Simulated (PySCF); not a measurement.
F4Sn, triplet, at a GFN2-xTB geometry (such geometries of metal compounds can be far from the true shape) (a higher spin typed on purpose: for a closed-shell molecule this is an excited state) (core potentials on Sn); PySCF with B3LYP/def2-SVP.

The PySCF input:
```python
from pyscf import gto, scf, dft

mol = gto.M(
    atom='''
F    -1.15511233   -1.80114488   -0.88430055
Sn   -0.00000000   -0.00000000    0.00000000
F    -1.38281791    1.85637017    0.04581776
F     0.68579348   -0.50481025    2.15296278
F     1.85213675    0.44958497   -1.31447998
''',
    basis='def2-svp',
    ecp={'Sn': 'def2-svp'},
    spin=2,
    verbose=5,
)

mf = dft.UKS(mol)
mf.xc = 'b3lyp'
mf.kernel()
mf.analyze()
```

It wrote (shortened):

```
PySCF version 2.14.0

[INPUT] verbose = 5
[INPUT] max_memory = 4000
[INPUT] num. atoms = 5
[INPUT] num. electrons = 58
[INPUT] charge = 0
[INPUT] spin (= nelec alpha-beta = 2S) = 2
[INPUT] symmetry False subgroup None
[INPUT] Mole.unit = angstrom
[INPUT] Symbol           X                Y                Z      unit          X                Y                Z       unit  Magmom
[...]
[INPUT] ---------------- BASIS SET ----------------
[INPUT] l, kappa, [nprim/nctr], expnt,             c_1 c_2 ...
[INPUT] Sn
[...]
                                23.661818008      -0.1677606503
                                19.946281315      0.33989090393
                                6.8240270454      -0.84441791529
                                1.8771488722      0.92646952846
                                0.82033199226     0.5309109449
[...]
                                1.3672524155      0.22980877714
[...]
                                8.8171842499      -0.32351709661
                                1.2347028371      0.83846760898
                                0.57869142617     0.2329497705
[...]
                                20.852179275      -0.0068210073667
                                3.6907832774      0.27938420495
                                1.584940453       0.52607409874
                                0.62772693365     0.36149465348
[...]
[INPUT] F
[...]
                                435.4193912       -0.039904258866
                                98.843328866      -0.17912768038
                                27.485198001      -0.46758090825
                                8.5405498171      -0.4465313102
[...]
                                4.9872339257      -0.23754317067
                                1.3491613954      -0.51287353587
[...]
nuclear repulsion = 249.043390872095
number of shells = 34
number of NR pGTOs = 157
number of NR cGTOs = 82
basis = def2-svp
ecp = {'Sn': 'def2-svp'}

******** <class 'pyscf.dft.uks.UKS'> ********
method = UKS
initial guess = minao
damping factor = 0
level_shift factor = 0
DIIS = <class 'pyscf.scf.diis.CDIIS'>
diis_start_cycle = 1
diis_space = 8
diis_damp = 0
SCF conv_tol = 1e-09
SCF conv_tol_grad = None
SCF max_cycles = 50
direct_scf = True
direct_scf_tol = 1e-13
number electrons alpha = 30  beta = 28
XC library pyscf.dft.libxc version 7.1.2
    S. Lehtola, C. Steigemann, M. J. T. Oliveira, and M. A. L. Marques,  SoftwareX 7, 1–5 (2018)
XC functionals = b3lyp
    P. J. Stephens, F. J. Devlin, C. F. Chabalowski, and M. J. Frisch,  J. Phys. Chem. 98, 11623 (1994)
radial grids:
    Treutler-Ahlrichs [JCP 102, 346 (1995); DOI:10.1063/1.469408] (M4) radial grids

becke partition: Becke, JCP 88, 2547 (1988); DOI:10.1063/1.454033
pruning grids: <function nwchem_prune>
grids dens level: 3
symmetrized grids: False
atomic radii adjust function: <function treutler_atomic_radii_adjust>
small_rho_cutoff = 0
Set gradient conv threshold to 3.16228e-05
Density of valence part of ANO basis will be used as initial guess for Sn
atom F rad-grids = 75, ang-grids = [ 50  50  50  50  50  50  50  50  50  50  50  50  50  50  50  50  50  50
  50  50  50  50  86  86  86  86  86  86  86  86  86 266 266 266 266 266
 266 302 302 302 302 302 302 302 302 302 302 302 302 302 302 302 302 302
 302 302 266 266 266 266 266 266 266 266 266 266 266 266 266 266 266 266
 266 266 266]
atom Sn rad-grids = 95, ang-grids = [ 50  50  50  50  50  50  50  50  50  50  50  50  50  50  50  50  50  50
  50  50  50  50  50  50  50  50  50  50  50  50  86  86  86  86  86  86
  86  86  86  86  86  86  86  86  86  86 350 350 350 350 350 350 350 350
 350 350 350 434 434 434 434 434 434 434 434 434 434 434 434 434 434 434
 434 434 434 434 434 434 434 434 350 350 350 350 350 350 350 350 350 350
 350 350 350 350 350]
tot_boxes 2940, boxes in each direction [12 13 12]
Padding 2 grids
tot grids = 79008
nelec by numeric integration = [28.23831733 28.23831733]
E1 = -1365.1482071986818  E2 = 525.8611338656804  Ecoul = 582.5309276642633  Exc = -56.669793798583015
init E= -590.243682460907
cond(S) = 42.29209280866266

  alpha mo_energy =
[-25.17622802 -25.17622734 -25.17622723 -25.17619246  -6.89214692
  -5.16413167  -5.16413163  -5.16413145  -2.57458712  -2.57458691
  -2.57458682  -2.57243242  -2.57243226  -1.57132503  -1.5600383
  -1.56003823  -1.56003815  -1.20014392  -0.89964345  -0.89964289
  -0.89964251  -0.8262975   -0.82629642  -0.82629338  -0.82448755
  -0.82448356  -0.81809407  -0.81808964  -0.81808868  -0.79701033
  -0.66970708  -0.66970641  -0.66970564  -0.27213742  -0.24524788
  -0.24524643  -0.21244499  -0.21244335  -0.21244146  -0.13417116
  -0.13417022  -0.13417019   0.71956785   0.7195712    0.71957225
   0.7639605    0.76396197   0.763964     0.78689018   0.82160242
   0.82160556   0.84331672   0.84331747   0.84331999   0.91140218
   1.07148658   1.0714908    1.07149419   2.62335692   2.62336083
   2.623378     2.62935408   2.6328876    2.63290059   2.6329131
   2.63868871   2.6387396    2.63916387   2.6391685    2.63921752
   2.63925782   2.63931881   2.63933299   2.65653196   2.65653714
   2.68610286   2.68612075   2.68615602  12.90275138  12.90275202
  12.90275216  49.05534219]
  beta  mo_energy =
[-25.17622802 -25.17622734 -25.17622723 -25.17619246  -6.89214692
  -5.16413167  -5.16413163  -5.16413145  -2.57458712  -2.57458691
  -2.57458682  -2.57243242  -2.57243226  -1.57132503  -1.5600383
  -1.56003823  -1.56003815  -1.20014392  -0.89964345  -0.89964289
  -0.89964251  -0.8262975   -0.82629642  -0.82629338  -0.82448755
  -0.82448356  -0.81809407  -0.81808964  -0.81808868  -0.79701033
  -0.66970708  -0.66970641  -0.66970564  -0.27213742  -0.24524788
  -0.24524643  -0.21244499  -0.21244335  -0.21244146  -0.13417116
  -0.13417022  -0.13417019   0.71956785   0.7195712    0.71957225
   0.7639605    0.76396197   0.763964     0.78689018   0.82160242
   0.82160556   0.84331672   0.84331747   0.84331999   0.91140218
[...]
SCF not converged.
Total Energy =                        -613.268757732440463
[...]
4 F 3dx2-y2      0.18735  -0.09784  -0.45169  -0.00358   0.01265
               #81       #82
0 F 1s           0.00009   0.00002
0 F 2s          -0.00015   0.00420
0 F 3s           0.00282  -0.00317
0 F 2px         -0.00057  -0.00135
0 F 2py         -0.00281  -0.00211
0 F 2pz         -0.00178  -0.00104
0 F 3px          0.00135   0.00596
0 F 3py          0.00316   0.00930
0 F 3pz          0.00125   0.00457
0 F 3dxy         0.00351   0.00344
0 F 3dyz        -0.00275   0.00263
0 F 3dz^2       -0.00169  -0.00144
0 F 3dxz         0.00033   0.00169
0 F 3dx2-y2      0.00411  -0.00158
1 Sn 4s          0.00000   0.32086
1 Sn 5s         -0.00000   0.09954
1 Sn 6s         -0.00000   0.52277
1 Sn 7s         -0.00001   0.78297
1 Sn 4px        -0.39219  -0.00001
1 Sn 4py         0.74631   0.00001
1 Sn 4pz         0.27738  -0.00001
1 Sn 5px        -0.04874  -0.00001
1 Sn 5py         0.37058   0.00001
1 Sn 5pz         0.13773  -0.00001
1 Sn 6px        -0.01417  -0.00000
1 Sn 6py         0.12400   0.00000
1 Sn 6pz         0.04833  -0.00001
1 Sn 7px        -0.01911  -0.00000
1 Sn 7py        -0.12808  -0.00000
1 Sn 7pz        -0.04750   0.00001
1 Sn 4dxy        0.00002   0.00000
1 Sn 4dyz       -0.00004   0.00000
1 Sn 4dz^2      -0.00009  -0.00000
1 Sn 4dxz       -0.00008  -0.00000
1 Sn 4dx2-y2    -0.00007   0.00000
1 Sn 5dxy        0.00774  -0.00000
1 Sn 5dyz        0.01666  -0.00000
1 Sn 5dz^2       0.03698   0.00000
1 Sn 5dxz        0.03399   0.00000
1 Sn 5dx2-y2    -0.03144   0.00000
2 F 1s          -0.00045   0.00002
2 F 2s           0.00325   0.00420
2 F 3s          -0.01761  -0.00317
2 F 2px          0.01549  -0.00162
2 F 2py         -0.01983   0.00217
2 F 2pz         -0.00107   0.00005
2 F 3px         -0.03504   0.00714
2 F 3py          0.04754  -0.00959
2 F 3pz          0.00049  -0.00024
2 F 3dxy         0.02265  -0.00424
2 F 3dyz         0.00131   0.00014
2 F 3dz^2        0.01411  -0.00255
2 F 3dxz        -0.00140  -0.00010
2 F 3dx2-y2      0.01014  -0.00127
3 F 1s          -0.00028   0.00002
3 F 2s           0.00081   0.00420
3 F 3s          -0.00436  -0.00317
3 F 2px         -0.00232   0.00080
3 F 2py          0.00207  -0.00059
3 F 2pz         -0.01098   0.00252
3 F 3px          0.00351  -0.00354
3 F 3py         -0.00254   0.00261
3 F 3pz          0.01156  -0.01112
3 F 3dxy         0.00257  -0.00057
3 F 3dyz         0.00256  -0.00179
3 F 3dz^2        0.00062   0.00407
3 F 3dxz        -0.00630   0.00244
3 F 3dx2-y2     -0.00099   0.00018
4 F 1s           0.00065   0.00002
4 F 2s          -0.00391   0.00420
4 F 3s           0.01916  -0.00317
4 F 2px          0.02684   0.00217
4 F 2py          0.00591   0.00053
4 F 2pz         -0.01894  -0.00154
4 F 3px         -0.05464  -0.00957
4 F 3py         -0.01226  -0.00232
4 F 3pz          0.03822   0.00679
4 F 3dxy         0.01078   0.00138
4 F 3dyz        -0.00758  -0.00098
4 F 3dz^2       -0.00009  -0.00008
4 F 3dxz        -0.02464  -0.00402
4 F 3dx2-y2      0.01541   0.00267

spin_pop of  0 F 1s       -0.00000
spin_pop of  0 F 2s        0.00264
spin_pop of  0 F 3s       -0.00091
spin_pop of  0 F 2px       0.14335
spin_pop of  0 F 2py       0.10200
spin_pop of  0 F 2pz       0.25779
spin_pop of  0 F 3px      -0.00073
spin_pop of  0 F 3py      -0.00084
spin_pop of  0 F 3pz      -0.00093
spin_pop of  0 F 3dxy     -0.00002
spin_pop of  0 F 3dyz     -0.00001
spin_pop of  0 F 3dz^2    -0.00000
spin_pop of  0 F 3dxz      0.00003
spin_pop of  0 F 3dx2-y2   -0.00000
spin_pop of  1 Sn 4s        0.00053
spin_pop of  1 Sn 5s        0.30593
spin_pop of  1 Sn 6s        0.00815
spin_pop of  1 Sn 7s        0.00007
spin_pop of  1 Sn 4px       0.00035
spin_pop of  1 Sn 4py      -0.00020
spin_pop of  1 Sn 4pz      -0.00027
spin_pop of  1 Sn 5px      -0.00266
spin_pop of  1 Sn 5py       0.00010
spin_pop of  1 Sn 5pz       0.00008
spin_pop of  1 Sn 6px      -0.00351
spin_pop of  1 Sn 6py      -0.02923
spin_pop of  1 Sn 6pz      -0.03460
spin_pop of  1 Sn 7px      -0.01779
spin_pop of  1 Sn 7py      -0.00366
spin_pop of  1 Sn 7pz      -0.00265
spin_pop of  1 Sn 4dxy     -0.00128
spin_pop of  1 Sn 4dyz     -0.00093
spin_pop of  1 Sn 4dz^2    -0.00126
spin_pop of  1 Sn 4dxz     -0.00178
spin_pop of  1 Sn 4dx2-y2    0.00002
spin_pop of  1 Sn 5dxy     -0.00033
spin_pop of  1 Sn 5dyz      0.00003
spin_pop of  1 Sn 5dz^2    -0.00009
spin_pop of  1 Sn 5dxz     -0.00067
spin_pop of  1 Sn 5dx2-y2   -0.00084
spin_pop of  2 F 1s       -0.00000
spin_pop of  2 F 2s        0.00195
spin_pop of  2 F 3s       -0.00082
spin_pop of  2 F 2px       0.19620
spin_pop of  2 F 2py       0.19642
spin_pop of  2 F 2pz       0.00414
spin_pop of  2 F 3px      -0.00108
spin_pop of  2 F 3py      -0.00151
spin_pop of  2 F 3pz      -0.00023
spin_pop of  2 F 3dxy     -0.00003
spin_pop of  2 F 3dyz      0.00001
spin_pop of  2 F 3dz^2     0.00000
spin_pop of  2 F 3dxz      0.00000
spin_pop of  2 F 3dx2-y2    0.00000
spin_pop of  3 F 1s       -0.00000
spin_pop of  3 F 2s        0.00276
spin_pop of  3 F 3s       -0.00077
spin_pop of  3 F 2px       0.18368
spin_pop of  3 F 2py       0.19582
spin_pop of  3 F 2pz       0.12843
spin_pop of  3 F 3px      -0.00064
spin_pop of  3 F 3py      -0.00055
spin_pop of  3 F 3pz      -0.00120
spin_pop of  3 F 3dxy      0.00002
spin_pop of  3 F 3dyz     -0.00000
spin_pop of  3 F 3dz^2    -0.00002
spin_pop of  3 F 3dxz      0.00001
spin_pop of  3 F 3dx2-y2    0.00000
spin_pop of  4 F 1s       -0.00000
spin_pop of  4 F 2s        0.00178
spin_pop of  4 F 3s       -0.00069
spin_pop of  4 F 2px       0.18846
spin_pop of  4 F 2py       0.09010
spin_pop of  4 F 2pz       0.10462
spin_pop of  4 F 3px      -0.00134
spin_pop of  4 F 3py      -0.00049
spin_pop of  4 F 3pz      -0.00091
spin_pop of  4 F 3dxy     -0.00000
spin_pop of  4 F 3dyz      0.00001
spin_pop of  4 F 3dz^2     0.00001
spin_pop of  4 F 3dxz     -0.00002
spin_pop of  4 F 3dx2-y2   -0.00001
In total            30.00000 | 28.00000
Dipole moment(X, Y, Z, Debye): -0.23207, -0.71528,  0.46844
```

The run did not converge; its last values are not results.
